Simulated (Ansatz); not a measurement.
Total energies of BF₂H₄NSi (`N[SiH2]B(F)F`).

```json
{"atom": "N1", "x (Å)": "0.1872", "y (Å)": "0.9734", "z (Å)": "-1.3233"}
{"atom": "Si2", "x (Å)": "0.1653", "y (Å)": "0.5628", "z (Å)": "0.3481"}
{"atom": "B3", "x (Å)": "-0.3162", "y (Å)": "-1.3672", "z (Å)": "0.8145"}
{"atom": "F4", "x (Å)": "-0.3694", "y (Å)": "-1.7860", "z (Å)": "2.0683"}
{"atom": "F5", "x (Å)": "-0.5929", "y (Å)": "-2.2768", "z (Å)": "-0.1054"}
{"atom": "H6", "x (Å)": "-0.6818", "y (Å)": "1.0269", "z (Å)": "-1.8305"}
{"atom": "H7", "x (Å)": "0.9157", "y (Å)": "0.6043", "z (Å)": "-1.9135"}
{"atom": "H8", "x (Å)": "1.5181", "y (Å)": "0.8241", "z (Å)": "0.9112"}
{"atom": "H9", "x (Å)": "-0.8260", "y (Å)": "1.4384", "z (Å)": "1.0307"}
```

Charge 0, multiplicity 1. The geometry is a stationary point of PBE0-D4/def2-TZVP. It is one conformer, not always the lowest. Basis def2-TZVPP, Ansatz.

RPA on PBE orbitals: Hartree–Fock energy of these orbitals -569.49140 Eh, correlation -1.47189 Eh (frozen core).

```json
{"functional": "LDA (SPW92)", "energy without D4 (Eh)": "-568.28122", "D4 term (kJ/mol)": "–"}
{"functional": "PBE", "energy without D4 (Eh)": "-571.00481", "D4 term (kJ/mol)": "-15.2"}
{"functional": "revPBE", "energy without D4 (Eh)": "-571.29690", "D4 term (kJ/mol)": "-46.4"}
{"functional": "BLYP", "energy without D4 (Eh)": "-571.40791", "D4 term (kJ/mol)": "-33.6"}
{"functional": "r2SCAN", "energy without D4 (Eh)": "-571.30109", "D4 term (kJ/mol)": "-3.7"}
{"functional": "B97M-V", "energy without D4 (Eh)": "-571.31195", "D4 term (kJ/mol)": "–"}
{"functional": "PBE0", "energy without D4 (Eh)": "-571.04379", "D4 term (kJ/mol)": "-12.9"}
{"functional": "B3LYP", "energy without D4 (Eh)": "-571.48761", "D4 term (kJ/mol)": "-24.6"}
{"functional": "r2SCANh", "energy without D4 (Eh)": "-571.28545", "D4 term (kJ/mol)": "-4.0"}
{"functional": "r2SCAN0", "energy without D4 (Eh)": "-571.26322", "D4 term (kJ/mol)": "-4.4"}
{"functional": "HSE06 (plane-wave form)", "energy without D4 (Eh)": "-571.02458", "D4 term (kJ/mol)": "-12.0"}
{"functional": "BHLYP", "energy without D4 (Eh)": "-571.34624", "D4 term (kJ/mol)": "-18.7"}
{"functional": "CAM-B3LYP", "energy without D4 (Eh)": "-571.38338", "D4 term (kJ/mol)": "-13.0"}
{"functional": "LC-ωPBE", "energy without D4 (Eh)": "-571.20480", "D4 term (kJ/mol)": "–"}
{"functional": "ωB97X-V", "energy without D4 (Eh)": "-571.32117", "D4 term (kJ/mol)": "–"}
{"functional": "ωB97M-V", "energy without D4 (Eh)": "-571.35402", "D4 term (kJ/mol)": "–"}
{"functional": "B2PLYP", "energy without D4 (Eh)": "-571.16619", "D4 term (kJ/mol)": "–"}
{"functional": "PBE-QIDH", "energy without D4 (Eh)": "-570.92665", "D4 term (kJ/mol)": "–"}
```

B3LYP takes the VWN-RPA correlation (the form of Gaussian; ORCA's B3LYP/G). HSE06 is the plane-wave form, built on full-range PBE exchange. The double hybrids freeze the cores in their second-order part.

LC-ωPBE has ω = 0.4 bohr⁻¹.
